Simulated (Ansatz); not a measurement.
A run for Ansatz (an electronic-structure program): R-wB97X-V/def2-TZVPP on C16H10O4S (SMILES O=C=C1C=Cc2c1cccc2S(=O)(=O)Oc1ccccc1).

Ansatz 0.2 input:
```yaml
crystal:
  periodic: [false, false, false]
  atoms:
    - {symbol: O, position_ang: [7.05996969, 0.24747880, -0.09117078]}
    - {symbol: C, position_ang: [5.94665963, -0.06507453, -0.04998152]}
    - {symbol: C, position_ang: [4.65985511, -0.41268660, -0.00370537]}
    - {symbol: C, position_ang: [4.12140250, -1.76788194, 0.13455917]}
    - {symbol: C, position_ang: [2.75782078, -1.69921318, 0.14058006]}
    - {symbol: C, position_ang: [2.35266973, -0.31143912, 0.00809359]}
    - {symbol: C, position_ang: [3.51519739, 0.50559315, -0.08308441]}
    - {symbol: C, position_ang: [3.42076531, 1.89048261, -0.21801690]}
    - {symbol: C, position_ang: [2.15322081, 2.47701481, -0.26352271]}
    - {symbol: C, position_ang: [0.99025022, 1.69792030, -0.17607363]}
    - {symbol: C, position_ang: [1.09539240, 0.31298513, -0.04123355]}
    - {symbol: S, position_ang: [-0.30688417, -0.77582088, 0.07898342]}
    - {symbol: O, position_ang: [-0.34951524, -1.38501686, 1.40354590]}
    - {symbol: O, position_ang: [-0.37330940, -1.63095524, -1.10073090]}
    - {symbol: O, position_ang: [-1.49480121, 0.37505334, -0.02271817]}
    - {symbol: C, position_ang: [-2.84217374, 0.03776819, 0.02315484]}
    - {symbol: C, position_ang: [-3.72382212, 1.11753049, -0.07457018]}
    - {symbol: C, position_ang: [-5.09888614, 0.88569997, -0.03877206]}
    - {symbol: C, position_ang: [-5.59222657, -0.41585789, 0.09380758]}
    - {symbol: C, position_ang: [-4.69688583, -1.48307037, 0.19019567]}
    - {symbol: C, position_ang: [-3.31583692, -1.27038777, 0.15617284]}
    - {symbol: H, position_ang: [4.73146070, -2.66535695, 0.21750070]}
    - {symbol: H, position_ang: [2.07730974, -2.54350254, 0.22986437]}
    - {symbol: H, position_ang: [4.31706149, 2.51168569, -0.28745376]}
    - {symbol: H, position_ang: [2.06103404, 3.55973232, -0.36878016]}
    - {symbol: H, position_ang: [0.00787954, 2.16406245, -0.21240194]}
    - {symbol: H, position_ang: [-3.31771218, 2.12511821, -0.17731918]}
    - {symbol: H, position_ang: [-5.78750363, 1.73039485, -0.11528012]}
    - {symbol: H, position_ang: [-6.66873925, -0.59655150, 0.12175916]}
    - {symbol: H, position_ang: [-5.07064588, -2.50428951, 0.29412295]}
    - {symbol: H, position_ang: [-2.62920680, -2.11151544, 0.23227509]}
basis:
  gaussian:
    orbitals: def2-TZVPP
hamiltonian:
  xc: {name: wB97X-V}
scf: {lower_state_search: off}
```

Output:

```
WARN ansatz: RAYON_NUM_THREADS=8 ignored (pool sized by the plan → 8); use --threads N
Functional definition: wB97X-V
these checks for a lower state are left out or cut short: stability, starts, cluster_reference, orbital_swaps, neighbouring_geometries, increment
integrals: 4.33 GiB planned
4365 factors; their error is unknown
integrals: 4.39 GiB planned
971 factors; integrals over basis functions are off by at most 9.7e-6 eV
mean field: 13.65 GiB planned
mean field evaluation 1: about -35758.0291 eV, gradient 9.9e1 eV
mean field evaluation 2: about -35755.5332 eV, gradient 1.1e2 eV
mean field evaluation 4: about -35776.9702 eV, gradient 6.7e0 eV
mean field evaluation 8: about -35777.0977 eV, gradient 6.3e-1 eV
mean field evaluation 16: about -35777.0940 eV, gradient 3.3e-3 eV
mean field -35777.09402429 eV, -1314.7839548073 hartree, gradient 4.1e-6 eV, S^2 0.000000; 0 other end points of the search recorded, 0 dependent functions left out
reference -35777.09402084 eV, -1314.7839546805 hartree; 77, 77 occupied and 725, 725 virtual orbitals, 4365 factors
Total energy: -35777.09402084 eV, -1314.7839546805 hartree
Checks for a lower state left out: stability, starts, cluster_reference, orbital_swaps, neighbouring_geometries, increment
```

Self-consistency was reached.

Cost: around 5 core-minutes (rough).
